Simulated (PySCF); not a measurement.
# Frontier levels across methods

Species: TMS-CHF2, C₄H₁₀F₂Si.
Z-matrix (Å and degrees, PBE0-D3(BJ)/def2-SVP geometry), rows numbered from 1:
```
C 
Si  1  1.8760
C   2  1.8729  1  111.76
C   2  1.8753  1  112.21  3  -126.61
C   2  1.9232  1  107.24  3   115.78
F   5  1.3661  2  109.40  1   -61.43
F   5  1.3663  2  109.73  1  -179.30
H   1  1.1015  2  111.61  3  -179.64
H   1  1.1014  2  111.05  3    60.15
H   1  1.1011  2  110.37  3   -59.56
H   3  1.1010  2  111.59  1   -63.57
H   3  1.1008  2  110.44  1    56.92
H   3  1.1010  2  110.40  1   176.03
H   4  1.1016  2  111.50  1   -53.77
H   4  1.1010  2  110.47  1  -173.81
H   4  1.1014  2  111.08  1    66.35
H   5  1.1076  2  115.46  1    59.54
```

Basis pcSseg-1 throughout (PySCF), one geometry. Geometry: PBE0-D3(BJ)/def2-SVP; no solvent, vibrations or thermal averaging.

Q: How do the orbital energies, the gap and the dipole change with the method?

A: 
```
  method                    kind  HOMO (eV)  LUMO (eV)  gap (eV)  μ (D)  SCF cycles
     PBE                     GGA      -6.42       0.30      6.72   2.21          14
   B97-D                     GGA      -6.51       0.43      6.93   2.27          14
    BP86                     GGA      -6.55       0.40      6.96   2.24          14
     KT2                     GGA      -6.58       0.19      6.77   2.26          14
     KT3                     GGA      -6.62       0.12      6.74   2.22          14
   B97-2           global hybrid      -7.76       1.10      8.86   2.41          12
    PBE0           global hybrid      -8.01       1.08      9.09   2.41          12
mPW1PW91           global hybrid      -8.07       1.10      9.16   2.43          12
 wB97X-D  range-separated hybrid      -9.95       2.87     12.82   2.46          13
 LC-wPBE  range-separated hybrid     -10.75       3.22     13.97   2.45          12
```

The HOMO spans 4.33 eV, from PBE down to LC-wPBE, and the gap runs from 6.72 eV (PBE) to 13.97 eV (LC-wPBE). Over the methods PBE (0 %), B97-D (0 %), BP86 (0 %), KT2 (0 %), KT3 (0 %), B97-2 (21 %), PBE0 (25 %), mPW1PW91 (25 %), a straight line through the gap against the share of exact exchange rises by 0.93 eV for each 10 % (correlation coefficient 0.997). The dipole ranges from 2.21 D (PBE) to 2.46 D (wB97X-D). This basis has no diffuse functions.

The vertical ΔSCF ionisation energy at wB97X-D/def2-SVPD is 10.35 eV; −ε(HOMO) comes closest to it with wB97X-D (9.95 eV) and LC-wPBE (10.75 eV).
